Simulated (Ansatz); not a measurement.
X3Si-Y-SiH3: binding per atom (eV) at several levels, gas phase, relaxed structures; Ansatz. Binding counts from free atoms in the multiplicity of their measured ground term, without zero-point energy. The structures are stationary points that may keep the symmetry of their start.

```
                       species    state            geometry  PBE-D4/def2-SVP  PBE-D4/def2-TZVP  r2SCAN-D4/def2-TZVP  PBE0-D4/def2-SVP  PBE0-D4/def2-TZVP
    (OH)3Si-NH-SiH3 (Si2NO3H7)  singlet    PBE0-D4/def2-SVP             3.89              3.93                 3.90              3.80               3.85
(NMe2)3Si-S-SiH3 (C6H21N3SSi2)  singlet  r2SCAN-D4/def2-SVP             3.96              3.94                 3.87              3.91               3.88
```

(1) Estimate the rows for (Cl)3Si-O-SiH3 (Si2Cl3OH3) (singlet, PBE-D4/def2-SVP geometry).

(1) 
| species | state | geometry | PBE-D4/def2-SVP | PBE-D4/def2-TZVP | r2SCAN-D4/def2-TZVP | PBE0-D4/def2-SVP | PBE0-D4/def2-TZVP |
| --- | --- | --- | --- | --- | --- | --- | --- |
| (Cl)3Si-O-SiH3 (Si2Cl3OH3) | singlet | PBE-D4/def2-SVP | 3.57 | 3.61 | 3.62 | 3.51 | 3.57 |
